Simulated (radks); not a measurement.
The antimony anion Sb3-, [Xe], held by a Watson sphere: a shell of charge +3 at radius R that stands for the Madelung well of a crystal (potential energy -3/R inside, -3/r outside, in hartree with lengths in bohr). Method: scalar-relativistic Kohn-Sham, LDA (Slater exchange, VWN5 correlation), spin-polarised, spherical densities, finite nucleus; Fermi nuclear charge, rms radius of each element as measured or else 0.836 A^(1/3) + 0.57 fm; computed with a radial shooting solver on a logarithmic mesh with Libxc functionals. Response by self-consistent Sternheimer equations with the Hartree and adiabatic LDA kernel, the relativistic mass of each level held fixed and spin-orbit coupling left out. The sphere does not respond.

R (bohr)  e(4d) (eV)  e(5s) (eV)  e(5p) (eV)  <r> 5p (bohr)  sum of <r^2> (bohr^2)  X-ray form factor at sin(theta)/lambda = 0.1 1/angstrom  alpha (bohr^3)
2.41         -33.716     -15.514      -7.343          2.718                  83.26                                                   48.970           46.13
4.17         -30.738     -11.457      -4.675          3.405                  115.7                                                   47.938           134.6
4.29         -30.652     -11.289      -4.522          3.450                  118.1                                                   47.886           144.9
4.31         -30.638     -11.262      -4.497          3.457                  118.5                                                   47.878           146.7
4.39         -30.585     -11.157      -4.400          3.487                  120.2                                                   47.845           154.1
5.01         -30.232     -10.486      -3.724          3.713                  133.1                                                   47.625           223.5
5.08         -30.197     -10.423      -3.657          3.737                  134.6                                                   47.604           232.9
5.28         -30.106     -10.258      -3.473          3.808                  139.0                                                   47.548           261.7
5.93         -29.856      -9.830      -2.960          4.033                  154.0                                                   47.404           378.2
